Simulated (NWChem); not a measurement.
Isomers of C4H6Si, each optimised at PBE0/def2-SVP with NWChem, gas phase unless a solvent is named. Flexible species stand in one conformer each, which need not be the lowest.  Relative energies count from the lowest isomer at each level and are electronic, without zero-point energy, on those geometries.

A: C=CC#C[SiH3]
B: C1=C[SiH2]C=C1
C: C#C[SiH2]C=C
D: C#C/C=C/[SiH3]

```csv
quantity,A,B,C,D
"relative energy, TPSSh/def2-SVP (kcal/mol)",25.7,0.0,31.3,36.0
"relative energy, M06-2X/def2-SVP (kcal/mol)",27.5,0.0,29.3,36.1
"orbital gap (eV), PBE0/def2-SVP",5.89,5.29,7.45,5.88
```
